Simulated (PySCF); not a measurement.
Computed shifts of a molecule CH₁₀FNSi₃, PBE/pcSseg-1 (PySCF), GIAO, gas phase, atoms alike by connectivity averaged where their shifts nearly agree, in ppm (number of nuclei): ¹⁵N: 0.5 (1). ²⁹Si: 30.0 (1), -53.9 (1), -72.7 (1). ¹⁹F: -251.0 (1). ¹³C: -3.5 (1). ¹H: 6.05 (1), 5.27 (2), 4.43 (3), 0.75 (1), 0.23 (1), -0.04 (1), -0.05 (1). References: ¹⁵N against NH3 (σ = 267.0 ppm); ²⁹Si against TMS (σ = 335.4 ppm); ¹⁹F against CFCl3 (σ = 133.6 ppm); ¹³C against TMS (σ = 182.0 ppm); ¹H against TMS (σ = 31.49 ppm), references at their B3LYP-D3(BJ)/def2-TZVP geometries, non-relativistic. Geometry optimised at B3LYP-D3(BJ)/def2-SVP. The values are those of a single conformer.

Problem. Pick the molecule that these values belong to.
A. C[SiH2][SiH2][Si@H](N)F
B. N[SiH2][Si@@H](F)C[SiH3]
C. C[Si@H](F)N([SiH3])[SiH3]
D. C[Si@H](F)N[SiH2][SiH3]

Solution. B, N[SiH2][Si@@H](F)C[SiH3]
